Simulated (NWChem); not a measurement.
Molecule: CH3BrTe; SMILES C[Te]Br

All runs: NWChem. Medium grid unless said otherwise, to which SCAN and Minnesota functionals are sensitive. Structure relaxed at the PBE0/def2-SVP level. def2 effective core potentials on Te; no spin-orbit coupling.

Q: Order these by “dipole (D)”, lowest first: MPW1K/def2-SVP; TPSSh/def2-SVP; PBE/def2-SVP; TPSS/def2-SVP.

A: PBE/def2-SVP (2.25), TPSS/def2-SVP (2.35), TPSSh/def2-SVP (2.41), MPW1K/def2-SVP (2.56)
